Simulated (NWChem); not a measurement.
Molecule: CoBrCl, quartet; SMILES [Br][Co][Cl]

```xyz
3

Co     0.0000     0.0000     0.5428
Cl     0.0000     0.0000     2.6537
Br     0.0000     0.0000    -1.7077
```
Atoms are numbered in this order, from 1.

All runs: NWChem. Spin-unrestricted. Medium grid unless said otherwise, to which SCAN and Minnesota functionals are sensitive. Coordinates come from a PBE0/def2-SVP, spin-unrestricted optimisation. The spin multiplicity was typed, not searched, and may not be the lowest. No stability test was run on the SCF state. Total energies of different functionals are on different scales.

```csv
level,energy (Ha),highest occupied level (eV),"lowest empty minus highest occupied level, either spin (eV)",dipole (D),<S²>
B3LYP/def2-SVP,-4416.6647,-8.18,4.01,0.16,3.76
CAM-B3LYP/def2-SVP,-4416.7709,-9.63,6.40,0.00,3.76
LRC-wPBEh/def2-SVP,-4415.8806,-10.15,7.51,0.03,3.76
MPW1K/def2-SVP,-4416.8157,-9.41,6.07,0.05,3.76
M06/def2-SVP,-4416.4019,[?],[?],0.16,3.77
```

Problem. Complete the blanks.

Solution. 
- M06/def2-SVP, highest occupied level (eV): -8.54
- M06/def2-SVP, lowest empty minus highest occupied level, either spin (eV): 4.34
